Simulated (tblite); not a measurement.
C₃H₉Sb, triplet, at the geometry of the source list (a higher spin typed on purpose: for a closed-shell molecule this is an excited state); GFN1-xTB (tblite 0.6.0).

The tblite input:
```
$ tblite run mol.xyz --method gfn1 --charge 0 --spin 2 --etemp 2000 --json tblite.json --no-restart

# file mol.xyz
13

Sb    -0.00200000     0.01770000     1.22880000
C      0.18730000    -1.81640000     0.08130000
H      0.84370000    -2.51580000     0.59200000
H      0.59880000    -1.58780000    -0.89860000
H     -0.79230000    -2.27250000    -0.03440000
C      1.46900000     1.08240000     0.04220000
H      2.46560000     0.71800000     0.26500000
H      1.42780000     2.14210000     0.26600000
H      1.25900000     0.93180000    -1.01090000
C     -1.65400000     0.73500000     0.01980000
H     -2.56070000     0.20220000     0.28500000
H     -1.43260000     0.56960000    -1.02890000
H     -1.80950000     1.79370000     0.19270000
```

What the program printed (banner, timings and long lists left out):

```
xTB calculator
 | screened Coulomb repulsion
 | Coulomb electrostatics
 |  * isotropic Klopman-Ohno-Mataga-Nishimoto electrostatics
 |  * onsite third-order electrostatics
 | DFT-D3(BJ) dispersion correction

halogen bonding energy    0.0000000000000E+00 Eh
repulsion energy          1.6965301445482E-01 Eh
dispersion energy        -4.5571164134289E-03 Eh
number of electrons       2.6000000000000E+01 e
integral cutoff           4.0000000000000E+01 bohr

------------------------------------------------------------
  cycle        total energy    energy error   density error
------------------------------------------------------------
      1     -13.32000408999  -1.3485100E+01   5.5592671E-01
      2     -13.30389880690   1.6105283E-02   3.0685083E-01
      3     -13.31332204632  -9.4232394E-03   2.7980708E-01
      4     -13.47525223374  -1.6193019E-01   1.3534244E-02
      5     -13.47560400469  -3.5177095E-04   7.9754030E-03
      6     -13.47563899904  -3.4994353E-05   5.2126043E-03
      7     -13.47567029823  -3.1299182E-05   1.1177480E-03
      8     -13.47567209273  -1.7944999E-06   1.8591136E-04
      9     -13.47567220809  -1.1536141E-07   6.0676017E-05
     10     -13.47567222047  -1.2380283E-08   5.6438277E-06
------------------------------------------------------------

electronic energy        -1.3640768118509E+01 Eh
total energy             -1.3475672220467E+01 Eh

Post processing:
 | Mayer-Wiberg bond orders

[Info] JSON dump of results written to 'tblite.json'
```
